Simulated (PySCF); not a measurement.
These are PySCF 2.14.0 with PBE-D3(BJ)/def2-TZVP // PBE0-D3(BJ)/def2-TZVP values and carry that method's errors. Gas-phase values, no solvent. One relaxed conformer stands for a flexible species; it need not be the lowest. Excitations are Tamm–Dancoff values on a coarser integration grid. The basis has no diffuse functions, so Rydberg states are missing or too high.

Reference species (SMILES): `[Ga]([OH])([OH])[OH]` (neutral, multiplicity 1).

```json
{
 "T1 excitation (TDA)": "5.19 eV",
 "HOMO": "-7.21 eV",
 "S1–T1 gap (TDA)": "0.31 eV"
}
```

Changed species: `[SiH3][Ga]([SiH3])[SiH3]` (3 of 3 OH replaced by SiH3; the reference has 0 of 3 OH replaced by SiH3).

Q: What does the change do to the T1 excitation (TDA), HOMO and S1–T1 gap (TDA)?

A: the T1 excitation (TDA) decreases by 2.55 eV, to 2.64 eV; the HOMO rises by 0.92 eV, to -6.29 eV; the S1–T1 gap (TDA) increases by 0.20 eV, to 0.51 eV.
